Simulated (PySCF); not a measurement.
## How the method changes the constants of CuO⁺

State: ³Σ⁻ (triplet), unpaired electrons π ↑↑. Set-up: basis Cu def2-TZVPPD, O def2-TZVPPD; no relativity; PySCF 2.14. De refers to Cu⁺ (3d10) + O in their high-spin ground configurations, without counterpoise correction. The functionals are run spin-unrestricted. A positive dipole points towards O; it is taken about the centre of mass and depends on that origin. Levels whose curve was spin-contaminated or gave no clean fit are not listed.

| Level | Re (Å) | ωe (cm⁻¹) | De (eV) | μ (D) | CPU s a point (SCF and correlation, without the integrals) |
| --- | --- | --- | --- | --- | --- |
| UHF-MP2 | 1.946 | 289 | n/a | n/a | 5 |
| UHF-SCS-MP2 | 2.020 | 272 | n/a | n/a | n/a |
| PBE | 1.758 | 588 | 2.06 | -2.47 | 2.4 |
| TPSS | 1.763 | 584 | 1.86 | -2.51 | 3.5 |
| r²SCAN | 1.753 | 589 | 1.91 | -2.49 | 3.4 |
| TPSSh | 1.777 | 548 | 1.53 | -2.37 | 5 |
| PBE0 | 1.804 | 479 | 1.24 | -2.04 | 4.9 |
| r²SCAN0 | 1.813 | 457 | 1.21 | -1.92 | 5 |
| M06 | 1.821 | 457 | 1.19 | -1.82 | 5.1 |
| ωB97M-V | 1.820 | 445 | 1.10 | -1.95 | 12 |
| B2PLYP | 1.783 | 474 | 1.13 | -1.54 | 5.1 |

(1) What does a quarter of exact exchange do here, going from PBE to PBE0?

(2) What does the step from GGA to meta-GGA do here, going from PBE to r²SCAN?

(3) What does a tenth of exact exchange do here, going from TPSS to TPSSh?

Correlated steps freeze 6 core orbitals. For an ion De counts to the pair picked by the measured ionisation energies or electron affinities, which need not be the lowest pair at this level. B2PLYP dipoles, levels and charges come from its SCF part alone. With d or f electrons several states lie close, and the lowest PBE0 determinant need not be the measured ground state.

The whole job (state search and all levels along the bond) took about 23 min on 2 threads of Arm Neoverse V1 (shared host), peak memory 5.5 GiB.

Results:

(1) PBE0 less PBE: +4.6 pm in Re, -18.5 % in ωe, -0.82 eV in De. Exact exchange removes part of the self-interaction that spreads semilocal densities, and in most molecules shortens and stiffens the bond and lowers De; here Re and ωe go the other way.

(2) r²SCAN less PBE: -0.5 pm in Re, +0.2 % in ωe, -0.15 eV in De. 

(3) TPSSh less TPSS: +1.4 pm in Re, -6.2 % in ωe, -0.33 eV in De. Exact exchange removes part of the self-interaction that spreads semilocal densities, and in most molecules shortens and stiffens the bond and lowers De; here Re and ωe go the other way.
